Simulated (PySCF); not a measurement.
A GIAO shielding run with PySCF (density fitting, non-relativistic, gas phase) on SMILES FC[C@@H](C[SiH2]C)[SiH2]N, C4H14FNSi2:

```
$ OMP_NUM_THREADS=1 python probes_run.py task.json out

{"job": {"kind": "nmr", "xc": "PBE0", "basis": "pcSseg-1"}, "charge": 0, "multiplicity": 1}
C      3.202715     1.299160     0.295906
Si     2.060598    -0.215877     0.314197
C      0.322421     0.333880    -0.240391
C     -0.786096    -0.702360    -0.041755
C     -0.590809    -1.859020    -1.003099
F     -1.541744    -2.834822    -0.801257
Si    -2.517559     0.076509    -0.274379
N     -2.583032     1.340869     0.898650
H      2.842976     2.077788     0.961782
H      3.277235     1.728669    -0.698775
H      4.205711     1.033668     0.613987
H      1.981895    -0.766908     1.675206
H      2.621275    -1.241358    -0.579050
H      0.339329     0.627812    -1.292474
H      0.048975     1.232233     0.316928
H     -0.705595    -1.110945     0.971115
H      0.380851    -2.346710    -0.868711
H     -0.697361    -1.535223    -2.043666
H     -3.553457    -0.957243    -0.175442
H     -2.592172     0.760453    -1.569072
H     -2.344139     1.126540     1.854153
H     -3.382428     1.952270     0.883728
```

Hardware: 1 thread of an Arm Neoverse N1, shared host. The job also computes population analyses, field gradients.

Task: How large is the calculation?

Result: 82 electrons, 220 basis functions and 1183 auxiliary functions.

Task: How long does it take, and how much memory does it need?

Result: 93 s of wall time, with 12 SCF cycles and 4 response iterations; peak memory 1 GiB. Times on a shared host scatter by some tens of per cent.
